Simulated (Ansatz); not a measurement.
`[OH][In]([F])[O][SiH3]` + CH₃OH → `C[O][In]([OH])[O][SiH3]` + H–F  (ligand exchange at the In–F bond)

Isolated molecules relaxed with PBE0-D4/def2-TZVP in Ansatz; ΔE leaves out vibrations. CCSD(T)/CBS adds triple-zeta CCSD(T) − MP2 to the extrapolated MP2 energy (def2 sets, frozen cores). This one scheme is used for every species. Functionals use def2-TZVPP. B3LYP here is the variant with VWN-RPA as its local correlation; programs differ in this. HSE06 is defined as in plane-wave codes. def2 core potentials past Kr. For In outer-core shells are correlated without core-valence functions, which leaves a few kJ/mol of doubt a bond. Each species was taken in one conformer, which may not be the lowest.

`[OH][In]([F])[O][SiH3]`:

Cartesian coordinates in Å:
```
O -0.167 0.131 3.177
In 0.253 0.390 1.285
F 1.574 1.741 0.821
O -0.543 -0.596 -0.192
Si -0.394 -0.592 -1.823
H 0.347 0.728 3.730
H -0.746 0.738 -2.392
H -1.321 -1.617 -2.369
H 0.998 -0.924 -2.237
```

CH₃OH:

Z-matrix (Å, degrees):
```
C
O 1 1.409
H 1 1.097 2 112.4
H 1 1.090 2 107.0 3 -118.5
H 1 1.097 2 112.4 3 123.0
H 2 0.959 1 108.5 3 -61.6
```

`C[O][In]([OH])[O][SiH3]`:

```xyz
13

C     1.010    0.494    1.838
O     0.932    1.577    0.940
In    0.068    1.368   -0.809
O    -0.093    2.780   -2.158
O    -0.721   -0.385   -1.288
Si   -0.897   -1.864   -0.632
H     0.026    0.095    2.112
H     1.489    0.855    2.753
H     1.614   -0.335    1.449
H    -0.556    2.455   -2.935
H     0.421   -2.473   -0.291
H    -1.591   -2.752   -1.602
H    -1.703   -1.813    0.623
```

H–F:

Cartesian coordinates in Å:
```
F -0.083 -0.089 0.444
H 0.083 0.089 -0.444
```

```csv
level,ΔE (kcal/mol),difference from CCSD(T)/CBS
PBE-D4,7.9,1.5
revPBE-D4,7.6,1.2
BLYP-D4,8.1,1.7
B97M-V,9.5,3.1
B3LYP,10.7,4.3
r2SCANh,9.2,2.8
HSE06,9.3,2.9
BHLYP,10.9,4.5
LC-ωPBE,10.7,4.3
HF/def2-SVP,12.7,6.3
MP2/def2-SVP,8.9,2.5
CCSD(T)/def2-SVP,8.8,2.4
HF/def2-TZVPP,12.3,5.9
CCSD(T)/def2-TZVPP,6.4,0.0
MP2/def2-QZVPP,5.8,-0.6
MP2/CBS(def2),5.7,-0.7
CCSD(T)/CBS,6.4,0
```

Largest T1 diagnostic among the species: 0.017.

In def2-TZVPP, CCSD(T) changes the Hartree–Fock value by −5.9 kcal/mol (the triples alone add −0.8 kcal/mol) and MP2 by −6.6 kcal/mol. At CCSD(T), def2-SVP lies +2.4 kcal/mol from the extrapolated value and def2-TZVPP +0.0 kcal/mol. Leaving LDA and LC-ωPBE aside and taking each functional with its dispersion term where it has one, the values spread over 1.9 kcal/mol, from revPBE-D4 to B97M-V. LDA lies −2.9 kcal/mol from PBE without D4.

CCSD(T)/CBS has its own doubt, a few kJ/mol and more with outer-core shells, so smaller differences from it don't rank the levels.
